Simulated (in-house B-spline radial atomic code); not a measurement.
S⁴⁺. Computed with a B-spline radial atomic code. Model: all-electron spherical atom, spin shells full or empty, radial basis limit, no spin-orbit coupling: exact exchange with a local potential (Slater, KLI or optimised effective potential, whose far tail is KLI's), no correlation.

The run also made RPA and GW results, which its time includes.

The Slater potential averages the orbital exchange potentials with the orbital densities as weights, KLI adds orbital constants, and the optimised effective potential minimises the exact-exchange energy among local potentials. So their energies lie above Hartree-Fock in the order OEP, KLI, Slater. All fall off as −1/r, unlike LDA and GGA exchange.

Command:
```bash
python run_gw.py task.json out
```
Settings (lengths in bohr, energies in hartree):
```
Z                      16
electrons              12
configuration          [Ne] 3s2
hamiltonian            nr
method                 slater
lmax                   9
spin_polarised         False
box_radius             11.96
intervals              66
ion_configuration      [Ne] 3s1
```

Cost of the run: 5.2 s on 1 thread of Arm Neoverse N1, on a shared host.

Given: hamiltonian non-relativistic; mean-field start Slater potential.

Computed: energy above Hartree-Fock 79.996 millihartree; virial ratio -E/T less 1 -0.018818.

| radius (bohr) | r times exchange potential (hartree bohr) |
| --- | --- |
| 0.00313 | -0.050484 |
| 0.00378 | -0.060922 |
| 0.00458 | -0.073737 |
| 0.00554 | -0.08906 |
| 0.00671 | -0.10764 |
| 0.00812 | -0.12986 |
| 0.00983 | -0.15653 |
| 0.0119 | -0.18834 |
| 0.0144 | -0.22598 |
| 0.0174 | -0.26988 |
| 0.0211 | -0.32198 |
| 0.0256 | -0.38201 |
| 0.0309 | -0.44781 |
| 0.0374 | -0.52115 |
| 0.0453 | -0.59949 |
| 0.0549 | -0.67954 |
| 0.0664 | -0.75534 |
| 0.0804 | -0.82138 |
| 0.0973 | -0.8678 |
| 0.118 | -0.8839 |
| 0.143 | -0.86663 |
| 0.173 | -0.84902 |
| 0.209 | -0.8874 |
| 0.253 | -0.99432 |
| 0.306 | -1.1334 |
| 0.371 | -1.2673 |
| 0.449 | -1.3638 |
| 0.543 | -1.4061 |
| 0.657 | -1.3794 |
| 0.796 | -1.2458 |
| 0.963 | -1.021 |
| 1.17 | ? |
| 1.41 | -0.92325 |
| 1.71 | ? |
| 2.07 | -0.98751 |
| 2.5 | -0.99707 |
| 3.03 | -0.99959 |

What belongs in the row 1.17?

r times exchange potential (hartree bohr): -0.90602.

What belongs in the row 1.71?

r times exchange potential (hartree bohr): -0.96308.

```csv
occupied,level (hartree),Hartree-Fock level (hartree)
1s,-93.082,-94.284
2s,?,?
2p,-8.9167,-8.8621
3s,-2.7094,-2.602
```

What belongs in the row 2s?

level (hartree): -10.86; Hartree-Fock level (hartree): -11.192.

| empty | level (hartree) |
| --- | --- |
| 3p | -2.2528 |
| 3d | -1.6179 |
| 4s | ? |
| 4p | -1.0904 |

What belongs in the row 4s?

level (hartree): -1.2414.

The highest level, 3s, differs from Hartree-Fock by -2.9 eV and the deepest, 1s, by +32.7 eV: the Slater potential lacks the response part and is deeper than the optimised one throughout, so the top level comes too deep.
